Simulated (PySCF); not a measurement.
An equivalent PySCF input for Ge (germanium, neutral), [Ar] 3d10 4s2 4p2, high-spin 3P determinant, with the spin-free X2C one-electron Hamiltonian (Gaussian nucleus):

```python
from pyscf import gto, scf, dft, mp, cc
import basis_set_exchange as bse
mol = gto.M(atom="Ge 0 0 0", charge=0, spin=2, symmetry="D2h",
            basis=gto.basis.parse(bse.get_basis("jorge-DZP-DKH", elements=["Ge"], fmt="nwchem", header=False)),
            nucmod="G")
mf = dft.UKS(mol, xc="MN15").sfx2c1e()
mf.irrep_nelec = {'Ag': (6, 6), 'B1g': (1, 1), 'B2g': (1, 1), 'B3g': (1, 1), 'B1u': (3, 2), 'B2u': (3, 2), 'B3u': (2, 2)}
mf.kernel()
```

It reaches the same state as the run whose output follows, with an energy that differs only through the grid. The run itself started from symmetry-adapted Hartree-Fock orbitals and held the occupation by maximum overlap, on a logarithmic radial grid, so the iterations belong to that start.

```
SCF conv_tol = 1e-09
number electrons alpha = 17  beta = 15
XC functionals = MN15
    H. S. Yu, X. He, S. L. Li, and D. G. Truhlar.,  Chem. Sci. 7, 5032-5051 (2016)
    H. S. Yu, X. He, S. L. Li, and D. G. Truhlar.,  Chem. Sci. 7, 5032-5051 (2016)
cycle= 1 E= -2100.11964623547  delta_E= -0.192  |g|= 0.653  |ddm|= 0.253
cycle= 2 E= -2100.11957399271  delta_E= 7.22e-05  |g|= 0.177  |ddm|= 0.113
cycle= 3 E= -2100.1205962887  delta_E= -0.00102  |g|= 0.147  |ddm|= 0.113
cycle= 4 E= -2100.12269602709  delta_E= -0.0021  |g|= 0.0017  |ddm|= 0.0498
cycle= 5 E= -2100.12269631195  delta_E= -2.85e-07  |g|= 3.58e-05  |ddm|= 0.000661
cycle= 6 E= -2100.12269631324  delta_E= -1.29e-09  |g|= 6.38e-06  |ddm|= 0.000177
cycle= 7 E= -2100.12269631327  delta_E= -2.91e-11  |g|= 1.02e-06  |ddm|= 2.69e-05
converged SCF energy = -2100.12269631327  <S^2> = 2.0004754  2S+1 = 3.0003169
```
